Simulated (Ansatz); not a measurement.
Born–Oppenheimer molecular dynamics of F3H2NSi (7 atoms, charge 0, multiplicity 1). It starts from a relaxed structure.

Level of theory: RKS PBE0-D4/def2-SVP (Ansatz 0.2.0).

```
ensemble             : NVT, Langevin thermostat
time step            : 0.5 fs
steps asked          : 166
set temperature      : 2000 K
friction             : 0.001 /fs
temperature schedule : 41 steps to 2000 K, then 125 steps to 6000 K
seed                 : 506947
```

Frames 2.5 fs apart, positions in Å.

Velocities at 50.0 fs (Å/ps):

```
Si -8.40 6.12 1.56
N 4.34 -1.77 4.39
H 71.03 -53.30 23.30
H -7.13 -23.25 -13.23
F 6.73 -2.80 -2.19
F -0.04 2.22 17.86
F 8.04 2.18 -7.44
```

```xyz
7
Properties=species:S:1:pos:R:3 time_fs=50.0 energy_less_start_eV=0.632 T=1293
Si 0.089 0.010 0.177
N 0.185 -0.401 1.820
H 0.717 -1.251 1.935
H -0.815 -0.582 2.365
F 1.522 0.241 -0.521
F -0.801 1.401 -0.157
F -0.777 -1.109 -0.579
7
Properties=species:S:1:pos:R:3 time_fs=52.5 energy_less_start_eV=0.569 T=1355
Si 0.067 0.028 0.179
N 0.192 -0.409 1.833
H 0.866 -1.336 1.984
H -0.741 -0.616 2.274
F 1.538 0.234 -0.523
F -0.799 1.404 -0.111
F -0.757 -1.104 -0.598
7
Properties=species:S:1:pos:R:3 time_fs=55.0 energy_less_start_eV=0.560 T=1427
Si 0.046 0.050 0.180
N 0.209 -0.434 1.845
H 0.887 -1.249 2.003
H -0.636 -0.646 2.154
F 1.549 0.225 -0.520
F -0.794 1.402 -0.062
F -0.736 -1.100 -0.621
7
Properties=species:S:1:pos:R:3 time_fs=57.5 energy_less_start_eV=0.729 T=1210
Si 0.028 0.072 0.183
N 0.241 -0.455 1.847
H 0.854 -1.108 2.010
H -0.740 -0.739 2.151
F 1.555 0.214 -0.515
F -0.790 1.400 -0.011
F -0.716 -1.095 -0.643
7
Properties=species:S:1:pos:R:3 time_fs=60.0 energy_less_start_eV=0.769 T=1254
Si 0.017 0.088 0.190
N 0.249 -0.457 1.844
H 1.005 -1.175 2.063
H -0.785 -0.836 2.168
F 1.554 0.204 -0.505
F -0.787 1.400 0.042
F -0.696 -1.090 -0.662
7
Properties=species:S:1:pos:R:3 time_fs=62.5 energy_less_start_eV=0.819 T=1240
Si 0.015 0.097 0.200
N 0.244 -0.464 1.843
H 1.100 -1.208 2.102
H -0.640 -0.871 2.140
F 1.548 0.196 -0.489
F -0.785 1.404 0.097
F -0.673 -1.085 -0.681
7
Properties=species:S:1:pos:R:3 time_fs=65.0 energy_less_start_eV=0.554 T=1733
Si 0.023 0.098 0.211
N 0.250 -0.483 1.837
H 1.017 -1.091 2.080
H -0.508 -0.939 2.149
F 1.534 0.189 -0.472
F -0.786 1.417 0.153
F -0.648 -1.076 -0.701
7
Properties=species:S:1:pos:R:3 time_fs=67.5 energy_less_start_eV=0.601 T=1614
Si 0.037 0.092 0.221
N 0.263 -0.496 1.819
H 1.005 -1.000 2.050
H -0.547 -1.094 2.235
F 1.510 0.185 -0.451
F -0.790 1.433 0.210
F -0.621 -1.062 -0.721
7
Properties=species:S:1:pos:R:3 time_fs=70.0 energy_less_start_eV=0.571 T=1719
Si 0.051 0.082 0.233
N 0.253 -0.506 1.805
H 1.218 -1.007 2.045
H -0.512 -1.157 2.262
F 1.480 0.186 -0.430
F -0.793 1.451 0.267
F -0.596 -1.042 -0.735
7
Properties=species:S:1:pos:R:3 time_fs=72.5 energy_less_start_eV=0.776 T=1710
Si 0.066 0.068 0.246
N 0.247 -0.527 1.806
H 1.304 -0.929 1.994
H -0.383 -1.110 2.216
F 1.447 0.193 -0.409
F -0.798 1.470 0.324
F -0.573 -1.015 -0.749
7
Properties=species:S:1:pos:R:3 time_fs=75.0 energy_less_start_eV=0.723 T=1848
Si 0.073 0.054 0.261
N 0.262 -0.548 1.808
H 1.193 -0.772 1.910
H -0.366 -1.149 2.243
F 1.424 0.203 -0.390
F -0.798 1.487 0.381
F -0.552 -0.987 -0.760
7
Properties=species:S:1:pos:R:3 time_fs=77.5 energy_less_start_eV=1.135 T=1391
Si 0.070 0.043 0.281
N 0.272 -0.561 1.810
H 1.230 -0.640 1.863
H -0.420 -1.256 2.340
F 1.412 0.216 -0.378
F -0.796 1.497 0.437
F -0.536 -0.958 -0.770
```

Of the whole run (83 fs, mean temperature of the second half 1413 K): The schedule's set-point averaged 4672 K over the second half and the system 1413 K, so it lags behind the ramp. A run of 0.083 ps of so small a system gives no equilibrium averages.

The run took 3.8 min on 2 threads of Arm Neoverse V2, with other jobs on the host, peak memory 0.16 GiB.
